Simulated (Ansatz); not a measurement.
A CCSD(T) single point on `C[N](C)[Hf]1234([OH])([N](C)C)[C@@H]5[C@H]1[C@H]2[C@@]3(C)[C@@H]54`.

```yaml
crystal:
  periodic: [false, false, false]
  atoms:
    - {symbol: C, position_ang: [-2.845152, -1.069393, -0.294879]}
    - {symbol: N, position_ang: [-1.989846, 0.027064, -0.659231]}
    - {symbol: C, position_ang: [-2.535889, 0.804675, -1.740817]}
    - {symbol: Hf, position_ang: [-0.059731, 0.345086, -0.026251]}
    - {symbol: O, position_ang: [0.024696, 2.299458, 0.131382]}
    - {symbol: N, position_ang: [-0.090776, -0.445903, 1.865143]}
    - {symbol: C, position_ang: [-1.048283, 0.263477, 2.689230]}
    - {symbol: C, position_ang: [0.601203, -1.446110, 2.625572]}
    - {symbol: C, position_ang: [0.775507, -1.110760, -1.887658]}
    - {symbol: C, position_ang: [1.380449, -1.610075, -0.718892]}
    - {symbol: C, position_ang: [2.297382, -0.636267, -0.251729]}
    - {symbol: C, position_ang: [2.264473, 0.468221, -1.125111]}
    - {symbol: C, position_ang: [3.101758, 1.699393, -1.039156]}
    - {symbol: C, position_ang: [1.304993, 0.177983, -2.126222]}
    - {symbol: H, position_ang: [-3.844713, -0.719378, 0.007912]}
    - {symbol: H, position_ang: [-2.995223, -1.777420, -1.127218]}
    - {symbol: H, position_ang: [-2.420830, -1.626899, 0.543813]}
    - {symbol: H, position_ang: [-3.518837, 1.226835, -1.479999]}
    - {symbol: H, position_ang: [-2.673842, 0.209210, -2.659022]}
    - {symbol: H, position_ang: [-1.882958, 1.648692, -1.986231]}
    - {symbol: H, position_ang: [0.607400, 3.052009, 0.089186]}
    - {symbol: H, position_ang: [-0.564233, 0.763619, 3.541566]}
    - {symbol: H, position_ang: [-1.816843, -0.413332, 3.092652]}
    - {symbol: H, position_ang: [-1.573442, 1.037254, 2.116770]}
    - {symbol: H, position_ang: [1.326297, -1.980194, 2.010927]}
    - {symbol: H, position_ang: [-0.094484, -2.191610, 3.042131]}
    - {symbol: H, position_ang: [1.143435, -1.009346, 3.479421]}
    - {symbol: H, position_ang: [0.020074, -1.607133, -2.478328]}
    - {symbol: H, position_ang: [1.176890, -2.566501, -0.259895]}
    - {symbol: H, position_ang: [2.913485, -0.717614, 0.632682]}
    - {symbol: H, position_ang: [4.038702, 1.571146, -1.589542]}
    - {symbol: H, position_ang: [3.359190, 1.938600, -0.005341]}
    - {symbol: H, position_ang: [2.587046, 2.560064, -1.471649]}
    - {symbol: H, position_ang: [1.032133, 0.835141, -2.941216]}
basis:
  gaussian: {orbitals: def2-SVP}
correlation: {method: ccsd_t}
```

```sh
$ ansatz run in.yaml --threads 11 --pin off --events-out ev --progress --plain --max-ram 174080MiB --backend cuda --devices 0, --max-vram 75GiB
```

The program prints (abridged):

```
Functional definition: HF
  name "HF"
  cite "Fock, Z. Phys. 61, 126 (1930) doi:10.1007/BF01340294"
  parent pbe
  exchange = exact_x
  correlation = 0
3230 factors; integrals over basis functions are off by at most 1.4e-3 eV
mean field evaluation 1: about -16894.3167 eV, gradient 6.5e1 eV
mean field evaluation 2: about -16894.7607 eV, gradient 6.5e1 eV
mean field evaluation 4: about -16905.0519 eV, gradient 7.8e0 eV
mean field evaluation 8: about -16905.2352 eV, gradient 4.7e-1 eV
mean field -16905.23595707 eV, -621.2559626417 hartree, gradient 2.8e-6 eV, S^2 0.000000; 0 other end points of the search recorded, 0 dependent functions left out
13 core orbitals not correlated: weight in the atoms' cores, before any rotation towards them, 1.000 or more for the frozen orbitals, at most 0.000 for the correlated occupied ones
reference -16905.23595707 eV, -621.2559626417 hartree; 44, 44 occupied and 257, 257 virtual orbitals, 3230 factors
second order -59.39255594 eV of doubles, -0.00000000 eV of singles
cycle   1  -60.10949879 eV  change   -7.2e-1 eV  update   2.0e-1
cycle   2  -61.66638153 eV  change    -1.6e0 eV  update   6.7e-2
cycle   3  -62.14279425 eV  change   -4.8e-1 eV  update   3.7e-2
cycle   4  -62.14759644 eV  change   -4.8e-3 eV  update   1.0e-2
cycle   5  -62.14164342 eV  change    6.0e-3 eV  update   5.3e-3
cycle   6  -62.14349551 eV  change   -1.9e-3 eV  update   1.9e-3
cycle   7  -62.14240223 eV  change    1.1e-3 eV  update   8.3e-4
cycle   8  -62.14190445 eV  change    5.0e-4 eV  update   2.6e-4
cycle   9  -62.14208197 eV  change   -1.8e-4 eV  update   1.1e-4
cycle  10  -62.14210407 eV  change   -2.2e-5 eV  update   3.9e-5
perturbative correction -2.30563385 eV, -0.0847304812 hartree
Total energy: -16969.68369499 eV, -623.6243733261 hartree
```

Run time 18 s (11 threads of an AMD EPYC 7R13 on a shared host and a whole NVIDIA H100 80 GB); peak host memory 2.6 GiB.

The correlation energy is -64.448 eV, 3.6 % of it from (T); the T1 diagnostic reads 0.0135.
